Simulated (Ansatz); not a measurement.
One change: `OBCO` becomes `OBCBr`.

Ansatz, PBE0-D4/def2-TZVP geometries, multiplicity 1. Each molecule was computed in one conformer, which needn't be the lowest.

Scalar relativity is left out up to krypton.

| property | `OBCO` |
| --- | --- |
| size of the dipole moment (PBE/def2-TZVPP) / D | 2.86 |
| HOMO–LUMO gap (ωB97M-V/def2-TZVPP) / eV | 11.91 |
| size of the dipole moment (ωB97M-V/def2-TZVPP) / D | 3.03 |
| zero-point energy (PBE0-D4/def2-TZVP) / kJ/mol | 183.1 |
| HOMO energy (ωB97M-V/def2-TZVPP) / eV | -10.11 |
| HOMO energy (PBE/def2-TZVPP) / eV | -5.99 |

**Question.** What does the change do to each property? (An estimate is asked.)

**Answer.** Computed: 
```
                                          property  `OBCBr`  shift
    size of the dipole moment (PBE/def2-TZVPP) / D     2.00  -0.86
           HOMO–LUMO gap (ωB97M-V/def2-TZVPP) / eV    11.17  -0.74
size of the dipole moment (ωB97M-V/def2-TZVPP) / D     2.15  -0.88
    zero-point energy (PBE0-D4/def2-TZVP) / kJ/mol    147.3  -35.8
             HOMO energy (ωB97M-V/def2-TZVPP) / eV   -10.07   0.04
                 HOMO energy (PBE/def2-TZVPP) / eV    -6.56  -0.57
```

With PBE0 the HOMO falls by 0.17 eV and the LUMO falls by 0.77 eV, so the gap narrows by about 0.60 eV. PBE moves the HOMO by -0.57 eV and ωB97M-V by 0.04 eV. The zero-point energy changes by -35.8 kJ/mol with -3 modes. Dipoles are sizes alone; their direction can turn.

Spin–orbit coupling is left out; it splits and shifts lone-pair levels of the heavy atoms by tenths of an eV.
